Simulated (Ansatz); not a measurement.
Start from `C[Se][GaH2]` and change one element to get `B[Se]C`.

Ansatz, PBE0-D4/def2-TZVP geometries, multiplicity 1. 

Scalar relativity is left out up to krypton.

```json
{"property": "size of the dipole moment (B3LYP/def2-TZVPP) / D", "`C[Se][GaH2]`": "1.30"}
{"property": "HOMO energy (PBE/def2-TZVPP) / eV", "`C[Se][GaH2]`": "-5.81"}
{"property": "ideal-gas entropy at 298 K and 1 bar (rigid rotor, harmonic PBE0-D4/def2-TZVP) / J/(mol·K)", "`C[Se][GaH2]`": "336"}
{"property": "size of the dipole moment (ωB97M-V/def2-TZVPP) / D", "`C[Se][GaH2]`": "1.31"}
{"property": "LUMO energy (PBE/def2-TZVPP) / eV", "`C[Se][GaH2]`": "-2.16"}
{"property": "LUMO energy (B3LYP/def2-TZVPP) / eV", "`C[Se][GaH2]`": "-1.66"}
```

(1) Give the same properties after the change, and the shifts. (Estimate.)

Answers

(1) Computed: 
| property | `B[Se]C` | shift |
| --- | --- | --- |
| size of the dipole moment (B3LYP/def2-TZVPP) / D | 1.59 | 0.29 |
| HOMO energy (PBE/def2-TZVPP) / eV | -6.40 | -0.59 |
| ideal-gas entropy at 298 K and 1 bar (rigid rotor, harmonic PBE0-D4/def2-TZVP) / J/(mol·K) | 302 | -34 |
| size of the dipole moment (ωB97M-V/def2-TZVPP) / D | 1.54 | 0.23 |
| LUMO energy (PBE/def2-TZVPP) / eV | -2.12 | 0.04 |
| LUMO energy (B3LYP/def2-TZVPP) / eV | -1.41 | 0.25 |

With PBE0 the HOMO falls by 0.57 eV and the LUMO rises by 0.20 eV, so the gap widens by about 0.77 eV. PBE moves the HOMO by -0.59 eV and ωB97M-V by -0.60 eV. Dipoles are sizes alone; their direction can turn.

B3LYP here is the variant with VWN-RPA as its local correlation; programs differ in this.

Spin–orbit coupling is left out; it splits and shifts lone-pair levels of the heavy atoms by tenths of an eV.
